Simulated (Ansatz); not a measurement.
```yaml
crystal:
  periodic: [false, false, false]
  atoms:
    - {symbol: Ti, position_ang: [0.007905, -1.311690, 0.765018]}
    - {symbol: Al, position_ang: [-1.307379, 0.690257, -0.310003]}
    - {symbol: Al, position_ang: [1.299474, 0.621433, -0.455015]}
basis:
  gaussian: {orbitals: "6-31G*"}
hamiltonian: {xc: {name: B3LYP5}}
scf: {omitted_lower_state_checks: [starts]}
output: {forces: true}
```

```sh
$ ansatz run in.yaml --threads 4 --pin off --events-out ev --progress --plain --max-ram 3916MiB
```

It prints (some lines left out):

```
Functional definition: B3LYP5
698 factors; integrals over basis functions are off by at most 9.9e-4 eV
mean field evaluation 1: about -36295.0759 eV, gradient 3.0e1 eV
mean field evaluation 2: about -36264.0998 eV, gradient 7.7e1 eV
mean field evaluation 4: about -36275.0544 eV, gradient 8.7e1 eV
mean field evaluation 8: about -36298.3294 eV, gradient 2.6e-1 eV
mean field -36298.33162584 eV, -1333.9390833569 hartree, gradient 2.6e-5 eV, S^2 0.000000; 0 other end points of the search recorded, 0 dependent functions left out
reference -36298.33180704 eV, -1333.9390900156 hartree; 24, 24 occupied and 50, 50 virtual orbitals, 698 factors
Total energy: -36298.33180704 eV, -1333.9390900156 hartree
Atom 0 at     0.007905    -1.311690     0.765018 Å, force    -0.005645     0.938822    -0.547551 eV/Å
Atom 1 at    -1.307379     0.690257    -0.310003 Å, force     0.554610    -0.483969     0.243075 eV/Å
Atom 2 at     1.299474     0.621433    -0.455015 Å, force    -0.548965    -0.454854     0.304476 eV/Å
Dipole moment:     0.003076    -0.511007     0.298035 e Å
Checks for a lower state left out: starts
```

It took 1.9 s on 4 threads of Arm Neoverse V1 on a shared host.

The 6-31G sets use Cartesian d functions. The restricted singlet is unstable towards broken spin symmetry at other levels; at RKS B3LYP5/6-31G* this wasn't settled.
